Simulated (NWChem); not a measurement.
Molecule: MgNH₃; SMILES [NH2][MgH]

```xyz
5

Mg     0.2871    -0.7003    -0.0380
H      0.4646    -2.3966    -0.0923
N      0.0898     1.1847     0.0223
H     -0.7826     1.7021    -0.0152
H      0.8391     1.8651     0.0946
```
Atoms are numbered in this order, from 1.

Program: NWChem. Pople sets run with spherical d functions. Coordinates come from a B3LYP/6-31G* (spherical d) optimisation. B3LYP is NWChem's, with the RPA form of VWN correlation. GIAO values for the isolated, static molecule; σ is the absolute isotropic shielding, δ = σ(reference) − σ with the isolated reference molecule computed at the same levels (1H: tetramethylsilane, 15N: ammonia).

For level KT2/pcSseg-1:

| Property | Value |
|---|---|
| σ Mg1 (ppm) | 461.0 |
| δ H2 (ppm) | 5.06 |
| δ N3 (ppm) | -16.0 |
| δ H4 (ppm) | -1.17 |

Q: What are these values for level B3LYP/6-31G*?

A: 
| Item | Value |
|---|---|
| σ Mg1 (ppm) | 499.8 |
| δ H2 (ppm) | 5.47 |
| δ N3 (ppm) | 3.7 |
| δ H4 (ppm) | -0.63 |
